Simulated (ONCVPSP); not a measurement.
## Varying the ONCV potential for technetium (Tc)

Base potential:

| Quantity | Value |
| --- | --- |
| Element | technetium (Tc) |
| Generator | ONCVPSP 4.0.1 |
| Type | optimised norm-conserving Vanderbilt (ONCV) |
| Functional | BLYP |
| Relativity | fully relativistic |
| Frozen core | [Ar] 3d10 |
| Valence charge | 15 |
| Reference configuration | 4s2 4p6 4d5 5s2 |
| Partial waves | 4s+5s: rc 1.40 bohr, ncon 3, nbas 6, qcut 8.1 1/bohr, 3 projectors, debl 2.1 Ha; 4p: rc 1.70 bohr, ncon 3, nbas 7, qcut 7.5 1/bohr, 2 projectors, debl 3.4 Ha; 4d: rc 1.70 bohr, ncon 4, nbas 8, qcut 7.8 1/bohr, 2 projectors, debl 3.9 Ha |
| Local potential | polynomial inside 1.15 bohr (lpopt 5, dvloc0 -1 Ha) |
| Core correction | Teter function, fcfact 2.25, rcfact 1.15 |

Open shells are filled in proportion to 2j + 1.

Cutoffs, loose and tight: the cutoffs (Ha) at which the residual kinetic energy of the hardest occupied pseudo-wave falls to 1 and 0.1 mHa per electron. They do not see the model core or the augmentation charge, which bear on the density cutoff. Test errors are all-electron minus pseudo excitation energies from the reference, over the configurations 4s2 4p6 4d5 5s1; 4s2 4p6 4d5 5s0; 4s2 4p6 4d4 5s0; 4s2 4p6 4d5 5s1 5p1. A dash means not determined; rows that change the core or the reference have their own tests.

| change | outcome | cutoff, loose | cutoff, tight | bound ghosts | GHOST(+) flags above zero | largest test error (meV) |
| --- | --- | --- | --- | --- | --- | --- |
| base | generated | 25 Ha | 29 Ha | none | s | +3.5 |
| d: rc 1.38 | generated | 25 Ha | 29 Ha | none | s | +3.6 |
| p: debl 3.55 | generated | 25 Ha | 29 Ha | none | s | +3.5 |
| functional PBEsol | generated | 25 Ha | 29 Ha | none | s | +2.4 |
| core correction Teter function, fcfact 3.2, rcfact 1.15 | generated | 25 Ha | 29 Ha | none | s | +3.5 |

Question: What comes out with this change to the base: d: qcut 10.9?

Answer: outcome: generated; cutoff, loose: 26 Ha; cutoff, tight: 33 Ha; bound ghosts: none; GHOST(+) flags above zero: s; largest test error (meV): +3.2.

Question: What comes out with this change to the base: reference 4s2 4p6 4d6 5s1; d: rc 1.4, qcut 9.5?

Answer: outcome: generated; cutoff, loose: 25 Ha; cutoff, tight: 31 Ha; bound ghosts: none; GHOST(+) flags above zero: s; largest test error (meV): +3.1.

Question: What comes out with this change to the base: scalar-relativistic?

Answer: outcome: generated; cutoff, loose: 25 Ha; cutoff, tight: 29 Ha; bound ghosts: none; GHOST(+) flags above zero: s; largest test error (meV): -3.8.
